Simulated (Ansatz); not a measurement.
The same path of C3H9BSi (14 atoms, charge 0, multiplicity 1) was run 3 times with different band settings. The coordinate that changes most is the dihedral C1–C2–Si3–H8.

Method: Ansatz 0.2.0, RKS B3LYP-D4/def2-SVP.

Relaxed end points:

```xyz
14
Properties=species:S:1:pos:R:3
C -1.038 1.705 0.671
C -0.311 0.625 0.302
Si 1.336 0.269 1.144
B -0.885 -0.290 -0.828
C -0.130 -1.562 -1.349
H -0.719 2.409 1.452
H -2.001 1.930 0.194
H 1.627 1.312 2.173
H 2.449 0.252 0.147
H 1.315 -1.070 1.808
H -1.956 0.035 -1.299
H 0.096 -2.248 -0.510
H -0.656 -2.129 -2.130
H 0.862 -1.268 -1.746
```

```xyz
14
Properties=species:S:1:pos:R:3
C -1.158 1.546 0.843
C -0.357 0.565 0.367
Si 1.305 0.228 1.187
B -0.858 -0.255 -0.866
C -0.009 -1.401 -1.520
H -0.892 2.176 1.702
H -2.130 1.759 0.379
H 2.424 0.402 0.212
H 1.369 -1.177 1.691
H 1.516 1.161 2.334
H -1.951 0.038 -1.308
H 0.244 -2.169 -0.764
H -0.484 -1.902 -2.376
H 0.968 -1.000 -1.852
```

Common settings: movable images 5; climbing image yes; spring 5.0 eV/Å²; start path through a guess of the saddle point; force threshold 0.05 eV/Å; end points relaxed.

| run | optimiser | iteration limit | largest step |
| --- | --- | --- | --- |
| 1 | quadratic models (default) | 60 | default |
| 2 | quadratic models (default) | 6 | default |
| 3 | lbfgs | 60 | 0.5 Å |

(1) What does each run give, and how far can it be trusted?

## Answers

(1) Run 1: converged after 6 iterations, highest image 0.071 eV above the first end. A vibrational analysis at the climbing image gives 2 clearly imaginary modes (122i, 98i cm⁻¹): a point of higher order, so a lower path passes nearby.
Run 2: converged after 6 iterations, highest image 0.071 eV above the first end. Another band between the same ends (5 images) ends at a top of the same energy, where a vibrational analysis finds 2 clearly imaginary modes.
Run 3: converged after 28 iterations, highest image 0.070 eV above the first end. Another band between the same ends (5 images) ends at a top of the same energy, where a vibrational analysis finds 2 clearly imaginary modes.
